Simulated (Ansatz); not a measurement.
Ansatz results at the PBE0-D4/def2-TZVP geometry: size of the dipole moment (ωB97M-V/def2-TZVPP) 3.49 D; HOMO energy (PBE0/def2-TZVPP) -6.78 eV; LUMO energy (B3LYP/def2-TZVPP) -1.18 eV.

(1) Which molecule gave them?
A. `FC1[BH][Al]([F])[SiH2]1`
B. `O=C1CC=CS1`
C. `[SiH3][SiH]1C[Se]1`
D. `BNC(=N)F`

## Answers

(1) B. The others give `BNC(=N)F`: 1.84, -8.31, -1.34; `FC1[BH][Al]([F])[SiH2]1`: 1.00, -6.74, -2.96; `[SiH3][SiH]1C[Se]1`: 1.85, -6.54, -1.09.

B3LYP here is the variant with VWN-RPA as its local correlation; programs differ in this.
